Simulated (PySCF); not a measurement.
C4H7NSi, SMILES C1=C[SiH2]C=NC1.

The structure is a stationary point at PBE-D3(BJ)/def2-SVP. The structure was generated by enumeration, and PubChem lists no compound with its InChIKey, so it may never have been made. The values are those of a single conformer.

Method: PySCF with PBE-D3(BJ)/def2-SVP.

Frequencies are harmonic and unscaled.

Computed normal modes with their intensities:
```tsv
mode	ν (cm⁻¹)	IR (km/mol)	moving atoms (share of kinetic energy)
1	65	1.2	H 48 %, C 39 %, Si 9 %
2	298	1.6	C 57 %, H 33 %, N 9 %
3	341	14.9	H 49 %, N 28 %, C 23 %
4	385	2.8	C 45 %, Si 39 %, N 9 %
5	445	11.1	C 49 %, N 28 %, Si 16 %
6	522	0.3	H 84 %, Si 9 %
7	614	19.1	H 83 %, C 10 %
8	614	10.3	C 47 %, H 33 %, Si 12 %
9	664	11.5	C 47 %, H 32 %, Si 17 %
10	695	62.0	H 73 %, C 19 %
11	799	38.5	C 43 %, N 35 %, H 22 %
12	828	85.7	H 49 %, Si 26 %, C 24 %
13	845	1.6	H 68 %, C 29 %
14	865	8.4	C 79 %, H 16 %
15	927	104.2	H 96 %
16	941	10.7	H 62 %, C 34 %
17	994	0.6	H 73 %, C 27 %
18	1003	0.3	C 45 %, H 44 %, N 10 %
19	1139	1.2	H 91 %, C 9 %
20	1215	0.0	H 93 %
21	1294	4.8	H 78 %, C 20 %
22	1322	9.4	H 56 %, C 41 %
23	1327	2.1	H 74 %, C 22 %
24	1340	18.2	H 89 %, C 10 %
25	1628	28.6	C 90 %
26	1652	1.9	C 53 %, N 44 %
27	2137	110.2	H 96 %
28	2143	121.6	H 98 %
29	2929	16.0	H 94 %
30	2949	4.2	H 91 %, C 9 %
31	2962	44.3	H 92 %
32	3036	22.2	H 92 %
33	3092	8.6	H 92 %, C 8 %
```
